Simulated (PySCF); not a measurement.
TiF₂I₂, SMILES [F][Ti]([F])([I])[I], multiplicity 1.

Coordinates come from a B3LYP-D3(BJ)/def2-SVP optimisation. The spin state was assumed, not searched. The structure was generated by enumeration; whether it is a known compound was not checked. The def2 effective core potentials stand for the cores of I; spin–orbit coupling is left out.

Computed with PySCF 2.14.0 with TDA-M06-2X/def2-SVPD.

Vertical excitations.  State labels are in the subgroup C2v.

Computed lowest excited states:
| state | symmetry | energy (eV) | λ (nm) | f | main pairs |
|---|---|---|---|---|---|
| S1 | B1 | 3.41 | 363 | 0.030 | HOMO→LUMO 62 %, HOMO−4→LUMO 32 % |
| S2 | A2 | 3.43 | 361 | 0.000 | HOMO−1→LUMO 97 % |
| S3 | B2 | 3.60 | 345 | 0.000 | HOMO−2→LUMO 52 %, HOMO→LUMO+2 36 % |
| S4 | A1 | 3.69 | 336 | 0.002 | HOMO→LUMO+1 87 % |
| S5 | B2 | 3.77 | 329 | 0.000 | HOMO→LUMO+2 47 %, HOMO−2→LUMO 47 % |
| S6 | B2 | 3.85 | 322 | 0.001 | HOMO−1→LUMO+1 88 % |
| S7 | B1 | 3.94 | 314 | 0.011 | HOMO−4→LUMO 61 %, HOMO→LUMO 22 %, HOMO−2→LUMO+2 12 % |
| S8 | A1 | 3.96 | 313 | 0.000 | HOMO−3→LUMO 47 %, HOMO−1→LUMO+2 45 % |
| S9 | A2 | 4.04 | 307 | 0.000 | HOMO−2→LUMO+1 96 % |
| S10 | A1 | 4.18 | 297 | 0.006 | HOMO−4→LUMO+1 38 %, HOMO−1→LUMO+2 38 %, HOMO−3→LUMO 13 %, HOMO→LUMO+1 7 % |
| T1 | B1 | 3.04 | 408 | 0 | HOMO→LUMO 90 % |
| T2 | A1 | 3.29 | 377 | 0 | HOMO→LUMO+1 60 %, HOMO−4→LUMO+1 18 %, HOMO−3→LUMO 15 % |
| T3 | A2 | 3.33 | 372 | 0 | HOMO−1→LUMO 99 % |
| T4 | B2 | 3.55 | 349 | 0 | HOMO−2→LUMO 90 % |
Triplets are in the Tamm–Dancoff approximation.
